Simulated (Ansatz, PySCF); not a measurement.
CH4ClFOSi, SMILES OC[Si@@H](F)Cl.

Geometry optimised at B3LYP-D3(BJ)/def2-SVP. The structure was generated by enumeration; whether it is a known compound was not checked. Other conformers were not sampled.

Vertical ionisation energy (IE) and electron affinity (EA) in eV. Rows of orbital energies are one-electron estimates. Where ΔSCF, EOM or ADC give a negative EA the extra electron is unbound and the value depends on the basis.

```
level                                                                        IE     EA
------------------------------------------------------------------------  -----  -----
−ε(HOMO), −ε(LUMO), M06-2X/def2-TZVP (PySCF)                               9.44  -0.64
−ε(HOMO), −ε(LUMO), PBE/def2-TZVP (PySCF)                                  6.42   1.00
ΔSCF, CAM-B3LYP/def2-SVPD (Ansatz), final states of multiplicity 2 and 2  10.56  -1.27
ΔSCF, PBE/def2-SVPD (Ansatz), final states of multiplicity 2 and 2         9.85  -0.96
```

**Question.** What vertical singlet–triplet gap does ΔSCF give with CAM-B3LYP/def2-SVPD (Ansatz, an electronic-structure program) and with PBE/def2-SVPD (Ansatz)? (Estimate from the structure and the level; the computed values follow.)

**Answer.** 6.21 and 5.45 eV (triplet above singlet where positive).
